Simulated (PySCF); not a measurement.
A TDDFT job was run through a driver script with this input:

```
{"job": {"kind": "uv", "xc": "PBE0", "basis": "def2-SVPD", "ip": true}, "charge": 0, "multiplicity": 1}
B      2.584214    -0.162401     0.170446
As     0.936564     0.203461    -0.844559
C     -0.494391    -0.778951     0.123323
C     -1.824960    -0.528367    -0.493622
C     -2.822566     0.137015     0.093037
H      3.455035     0.672463     0.209174
H      2.787100    -1.273591     0.597469
H      0.618801     1.624058    -0.424241
H     -0.205246    -1.839024     0.038912
H     -0.484217    -0.503532     1.186849
H     -1.963919    -0.907052    -1.514492
H     -2.722460     0.540016     1.106371
H     -3.774997     0.301516    -0.416780
```

Method: TDDFT PBE0/def2-SVPD, vertical, gas phase, core orbitals frozen in the response in PySCF. Job line and output are in the format of a driver script around the code.

What does the script print for it?

```
coarse grid: 47832 points
cycle   1  E = -2378.9468214639  dE = -5.417e-01  |g| = 3.146e-01  |ddm| = 4.813e+00
cycle   2  E = -2378.9485631284  dE = -1.742e-03  |g| = 3.050e-01  |ddm| = 9.816e-01
cycle   3  E = -2378.9704868705  dE = -2.192e-02  |g| = 3.915e-02  |ddm| = 4.500e-01
cycle   4  E = -2378.9709280235  dE = -4.412e-04  |g| = 1.517e-02  |ddm| = 9.268e-02
cycle   5  E = -2378.9710004436  dE = -7.242e-05  |g| = 3.990e-03  |ddm| = 2.962e-02
cycle   6  E = -2378.9710044331  dE = -3.990e-06  |g| = 7.247e-04  |ddm| = 7.239e-03
final grid: 100888 points
cycle   7  E = -2378.9710283119  dE = -2.919e-08  |g| = 8.391e-04  |ddm| = 8.224e-03
cycle   8  E = -2378.9710282176  dE =  9.429e-08  |g| = 1.061e-03  |ddm| = 3.321e-03
cycle   9  E = -2378.9710285055  dE = -2.879e-07  |g| = 7.128e-05  |ddm| = 1.684e-03
cycle  10  E = -2378.9710285069  dE = -1.371e-09  |g| = 2.049e-05  |ddm| = 1.576e-04
cycle  11  E = -2378.9710285070  dE = -1.096e-10  |g| = 4.278e-06  |ddm| = 3.183e-05
converged SCF energy = -2378.9710285070

Static polarisability (au): isotropic 90.185, principal 72.576 74.391 123.586

Singlet excitations
state   eV       nm        f      main configurations
  1   4.1315    300.1   0.07130   H->L 0.85, H-1->L 0.09
  2   4.5512    272.4   0.06478   H-1->L 0.87, H->L 0.10
  3   5.7287    216.4   0.00494   H->L+1 0.69, H-2->L 0.25
  4   5.8339    212.5   0.02031   H-2->L 0.39, H-3->L 0.31, H->L+1 0.23
  5   6.0378    205.3   0.01335   H-3->L 0.55, H-2->L 0.29
  6   6.2201    199.3   0.05113   H->L+2 0.94
  7   6.6055    187.7   0.05682   H-1->L+2 0.48, H-1->L+1 0.35, H->L+3 0.08
  8   6.7308    184.2   0.12130   H->L+3 0.82
  9   6.9565    178.2   0.49511   H-1->L+1 0.55, H-1->L+2 0.38
 10   7.2434    171.2   0.02246   H-4->L 0.66, H-5->L 0.18

Triplet excitations (Tamm-Dancoff, eV): 2.8933 4.0564 4.3886 5.0838
Vertical ionisation energy (delta-SCF) = 9.3084 eV
Vertical electron affinity (delta-SCF) = 0.2742 eV
```

Isolated species at its PBE0-D3(BJ)/def2-SVP geometry (one conformer only). Relativistic effects, spin–orbit coupling among them, are left out although an element past zinc is present.

The SCF starts on a coarse grid; the energy jumps when the final grid takes over, and dE counts afresh there. H and L stand for HOMO and LUMO.

All these states lie below the vertical ionisation energy of 9.31 eV (ΔSCF).

Time: 1.9 min; peak memory 0.87 GiB. Hardware: Arm Neoverse V1, one thread (shared host).

The values belong to the conformer `[BH2:1][AsH:2][CH2:3][CH:4]=[CH2:5]`: B1–As2–C3–C4 177°, As2–C3–C4–C5 -113°.
